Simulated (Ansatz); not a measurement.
Abridged output of a molecular run in Ansatz:

```
Functional definition: HF
1366 factors; integrals over basis functions are off by at most 5.4e-4 eV
mean field evaluation 1: about -29615.2240 eV, gradient 6.1e1 eV
mean field evaluation 2: about -29615.4757 eV, gradient 6.1e1 eV
mean field evaluation 4: about -29622.7504 eV, gradient 9.0e0 eV
mean field evaluation 8: about -29622.9623 eV, gradient 9.3e-1 eV
mean field evaluation 16: about -29622.9663 eV, gradient 1.8e-6 eV
mean field -29622.96626934 eV, -1088.6239312306 hartree, gradient 1.9e-6 eV, S^2 0.000000; 0 other end points of the search recorded, 0 dependent functions left out
12 core orbitals not correlated: weight in the atoms' cores, before any rotation towards them, 1.000 or more for the frozen orbitals, at most 0.000 for the correlated occupied ones
reference -29622.96626934 eV, -1088.6239312306 hartree; 20, 20 occupied and 184, 184 virtual orbitals, 1366 factors
second order -36.15855529 eV of doubles, -0.00000000 eV of singles
cycle   1  -34.09564485 eV  change     2.1e0 eV  update   2.8e-1
cycle   2  -35.44624161 eV  change    -1.4e0 eV  update   1.8e-1
cycle   3  -35.77443572 eV  change   -3.3e-1 eV  update   4.5e-2
cycle   4  -35.79329529 eV  change   -1.9e-2 eV  update   2.1e-2
cycle   5  -35.76592563 eV  change    2.7e-2 eV  update   7.4e-3
cycle   6  -35.76296184 eV  change    3.0e-3 eV  update   3.2e-3
cycle   7  -35.76495966 eV  change   -2.0e-3 eV  update   1.5e-3
cycle   8  -35.76444760 eV  change    5.1e-4 eV  update   6.6e-4
cycle   9  -35.76452837 eV  change   -8.1e-5 eV  update   2.9e-4
cycle  10  -35.76503897 eV  change   -5.1e-4 eV  update   1.2e-4
cycle  11  -35.76480030 eV  change    2.4e-4 eV  update   6.3e-5
cycle  12  -35.76467861 eV  change    1.2e-4 eV  update   3.4e-5
cycle  13  -35.76474582 eV  change   -6.7e-5 eV  update   1.3e-5
cycle  14  -35.76472096 eV  change    2.5e-5 eV  update   6.7e-6
perturbative correction -1.95190204 eV, -0.0717310771 hartree
Total energy: -29660.68289235 eV, -1090.0099915610 hartree
```

Its atoms:

Z-matrix (Å, degrees):
```
Nb
F 1 1.854
S 1 2.130 2 109.0
O 1 1.863 2 109.9 3 118.5
Cl 1 2.281 2 111.3 3 -119.9
H 4 0.960 1 131.6 2 -120.9
```

Which basis set was used?
A. cc-pV(D+d)Z
B. def2-TZVPP
C. def2-SVPD
D. def2-TZVPPD

B. It gives 216 functions.

Write the keys of the input that set method, charge and spin (a neutral closed shell needs none for the last two).


```yaml
correlation: {method: ccsd_t}
```
